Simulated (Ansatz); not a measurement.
Calculated with Ansatz (gas phase, PBE0-D4/def2-TZVP geometries, no zero-point term in ΔE). CCSD(T)/CBS is the MP2 limit (def2-TZVPP, def2-QZVPP) plus CCSD(T) − MP2 in def2-TZVPP, frozen cores. DFT in def2-TZVPP. B3LYP here is the variant with VWN-RPA as its local correlation; programs differ in this. For Ge outer-core shells are correlated without core-valence functions, which leaves a few kJ/mol of doubt a bond. Scalar relativity is left out up to krypton. Each species was taken in one conformer, which may not be the lowest.

`[BH2][GeH2][CH2][SiH3]` + `N[SiH2]S` → `[SiH3][CH2][GeH2][SH]` + `B[SiH2]N`  (redistribution)

(1) Is it downhill or uphill in electronic energy at CCSD(T)/CBS, and by how much? (Estimate.)

(2) What do these levels give: B3LYP-D4, ωB97M-V, CCSD/def2-TZVPP, CCSD(T)/def2-TZVPP, MP2/CBS(def2), CCSD/CBS(def2)? (Best estimate.)

Largest T1 diagnostic among the species: 0.011.

Answers

(1) Ansatz gave: Uphill: ΔE = +0.31 eV.

(2) Computed: B3LYP-D4 0.25, ωB97M-V 0.29, CCSD/def2-TZVPP 0.28, CCSD(T)/def2-TZVPP 0.27, MP2/CBS(def2) 0.34, CCSD/CBS(def2) 0.32 eV.
